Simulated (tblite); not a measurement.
C3H5BF4.
Numbering: `[F:1][B:2]([F:3])[CH2:4][CH2:5][CH:6]([F:7])[F:8]` (hydrogens: H9, H10 on C4; H11, H12 on C5; H13 on C6)

Computed with GFN2-xTB (tblite), gas phase: L-BFGS steps from a force-field or distance-geometry start until the largest atomic force falls under 0.01 eV/Å.

Geometry at step 1:
```
atom  x, y, z in Å
F1      3.1235    0.7054   -0.0379
B2      2.1389   -0.2172    0.2298
F3      2.3608   -1.2602    1.1136
C4      0.7072   -0.0972   -0.5203
C5     -0.4399    0.0851    0.5051
C6     -1.7899    0.2200   -0.2019
F7     -2.7677    0.4617    0.7170
F8     -2.0886   -0.9269   -0.8757
H9      0.5415   -1.0217   -1.0995
H10     0.7279    0.7597   -1.2064
H11    -0.2618    1.0005    1.0881
H12    -0.4805   -0.7757    1.1859
H13    -1.7758    1.0669   -0.9155
```

Q: What forces act on the atoms?

A: 
| atom | Fx (eV/Å) | Fy (eV/Å) | Fz (eV/Å) |
| --- | --- | --- | --- |
| F1 | -1.348 | -1.822 | 0.810 |
| B2 | 0.638 | -0.272 | 0.289 |
| F3 | 0.052 | 2.116 | -1.513 |
| C4 | 0.564 | -0.052 | 0.452 |
| C5 | 0.209 | -0.058 | -0.107 |
| C6 | 0.416 | 0.140 | 0.153 |
| F7 | 0.138 | -0.279 | -0.419 |
| F8 | -0.145 | 0.465 | 0.311 |
| H9 | -0.069 | 0.390 | 0.167 |
| H10 | -0.083 | -0.291 | 0.104 |
| H11 | -0.157 | -0.285 | -0.110 |
| H12 | 0.009 | 0.214 | -0.146 |
| H13 | -0.224 | -0.265 | 0.008 |

The largest, 2.60 eV/Å, acts on F3; the rms over all components is 0.623 eV/Å. The forces sum to zero within rounding, as they must for an isolated molecule in no field.

Q: Give the force on F3 in Eh/bohr and in nN.

A: 2.602 eV/Å ÷ 51.422 = 0.05060 Eh/bohr, and 2.602 eV/Å × 1.602 = 4.17 nN.

Q: How far is this geometry from the end of the optimisation?

A: 0.316 eV above it, and 0.390 Å rms away after alignment. The bonds farthest from their final lengths, with half the difference of the two atoms' forces along the bond (positive lengthens):

| bond | now (Å) | final (Å) | force along bond (eV/Å) |
| --- | --- | --- | --- |
| B2–F3 | 1.385 | 1.315 | -1.52 |
| F1–B2 | 1.376 | 1.315 | -1.28 |
| B2–C4 | 1.621 | 1.580 | 0.00 |
| C4–C5 | 1.549 | 1.532 | -0.05 |
| C5–H11 | 1.100 | 1.090 | -0.12 |
| C5–C6 | 1.530 | 1.521 | -0.14 |

The angle farthest from its final value is F1–B2–F3, 121.0° against 114.2°.

Of the 5 listed bonds off by 0.010 Å or more, this force points towards the final length in 4.

What follows is the cost of the whole relaxation. The run took 0.7 s of wall time on one thread, Arm Neoverse N1 (aarch64) (shared host).
